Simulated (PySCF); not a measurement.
methylammonium (CH6N), SMILES C[NH3+], charge +1. Atoms are numbered in the order given.

```xyz
8

C      0.0000     0.0000    -0.7924
N      0.0000     0.0000     0.7045
H      0.0000    -1.0314    -1.1371
H      0.8932     0.5157    -1.1371
H     -0.8932     0.5157    -1.1371
H     -0.8243    -0.4759     1.0781
H      0.0000     0.9519     1.0781
H      0.8243    -0.4759     1.0781
```
Charge +1, spin multiplicity 1.

Geometry: PBE0-D3(BJ)/def2-TZVP.

The numbers are results of PBE0/def2-TZVPD run with PySCF, not measurements.

Computed frontier levels, gap, dipole moment and polarisability:
```json
{
 "highest_occupied_level": "-17.36 eV",
 "lowest_empty_level": "-5.49 eV",
 "orbital_gap": "11.87 eV",
 "dipole_moment_about_the_centre_of_nuclear_charge": "0.455 e·Å",
 "mean_static_polarisability": "20.0 bohr³ (2.97 Å³)",
 "polarisability_principal_values": "19.0, 19.0, 22.0 bohr³"
}
```
